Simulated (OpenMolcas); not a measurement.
**Cr5+, Mo5+, W5+: d down the group**

| Property | Result |
| --- | --- |
| Program | OpenMolcas 26.06 |
| Method | CASSCF |
| Basis | ANO-RCC-VTZP |
| Scalar Hamiltonian | DKH2, point nucleus |
| Spin-orbit coupling | state interaction with AMFI integrals over the reference wave functions, term energies averaged over their components |

Active space for each ion: 1 electron in 10 orbitals (d d).

Computed levels in cm-1 above ²D_3/2:

| Level | Cr5+ | Mo5+ | W5+ |
| --- | --- | --- | --- |
| ²D_5/2 | 923 | 2484 | 8927 |
| weight of ²D in the lowest level (%) | 100 | 100 | 100 |

Measured, with the error of the calculation in %. Measured levels: Cr5+ from Sugar and Corliss, J. Phys. Chem. Ref. Data 6, 317 (1977); Mo5+ from Sugar and Musgrove, J. Phys. Chem. Ref. Data 17, 155 (1988); W5+ from the list in J. Phys. B 45, 035002 (2012).

```csv
Level,Cr5+,Mo5+,W5+
²D_5/2,940 (-1.8),2584 (-3.9),8709 (+2.5)
```

The fine-structure level ²D_5/2 changes by a factor of 9.67 from Cr5+ to W5+.

With one active electron the reference holds no correlation, so core polarisation is missing. With one active electron outside closed inactive shells, the extra shells (4d) add no correlation to the reference (holds for Cr5+). With one active electron outside closed inactive shells, the extra shells (5d) add no correlation to the reference (holds for Mo5+). With one active electron outside closed inactive shells, the extra shells (6d) add no correlation to the reference (holds for W5+). Measured partners are found by configuration, term and J. A level has none where our copy of the source lacks it or the pairing is in doubt (some pairs that miss far off the trend of their configuration count as doubtful), and it then counts in no deviation. Levels of configurations outside the active space are missing.
